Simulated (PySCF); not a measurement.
# Levels along the 11-electron series

One electron added to the closed shell [Ne]: EOM-EA-CCSD calculated with PySCF 2.14, two-component X2C-1e with screened spin-orbit coupling, each ion in its own even-tempered basis, 1s2 frozen, the virtual space cut to natural spinors and corrected at second order; no Breit or QED terms. Binding energy of 3s1/2 and energies of the other levels above it, in eV.

```csv
ion,3s1/2 binding,3p1/2 − 3s1/2,3p3/2 − 3s1/2,3d3/2 − 3s1/2,3d5/2 − 3s1/2,NIST ionisation energy
In³⁸⁺,2629.6,86.941,142.71,256.05,268.14,2628.77 ± 0.08 (s)
Sn³⁹⁺,2763.5,89.515,150.73,267.01,280.35,2762.49 ± 0.08 (s)
Sb⁴⁰⁺,2900.9,92.028,159.10,278.34,293.04,2900 ± 0.5 (s)
I⁴²⁺,3186.6,97.189,177.29,302.46,320.18,3185.5 ± 0.5 (s)
Xe⁴³⁺,3335.0,99.768,187.07,315.21,334.60,3333.8 ± 0.5 (s)
Cs⁴⁴⁺,3487.1,102.45,197.45,328.59,349.77,3485 ± 4 (t)
Ba⁴⁵⁺,3642.9,105.08,208.30,342.46,365.55,3640 ± 4 (t)
La⁴⁶⁺,3802.6,107.81,219.82,356.97,382.11,3800 ± 4 (t)
Ce⁴⁷⁺,3966.0,110.57,231.93,372.13,399.44,3963 ± 4 (t)
```

**Question.** Estimate the missing row, Te⁴¹⁺.

**Answer.** The calculation gives 3s1/2 binding 3041.9; 3p1/2 − 3s1/2 94.558; 3p3/2 − 3s1/2 167.91; 3d3/2 − 3s1/2 290.11; 3d5/2 − 3s1/2 306.26. The NIST ionisation energy is 3041 ± 0.5 (s).

Each ion has its own basis, which adds noise of up to about 0.1 % of the binding energies along the series.

The 3p interval goes from 55.76 to 121.4 eV, as Z to the power 4.61; a hydrogen-like ion gives 4, and the power is higher where the screened charge Z − σ still grows faster than Z or where Zα is large.

NIST values marked (s) are semi-empirical, (t) theoretical.
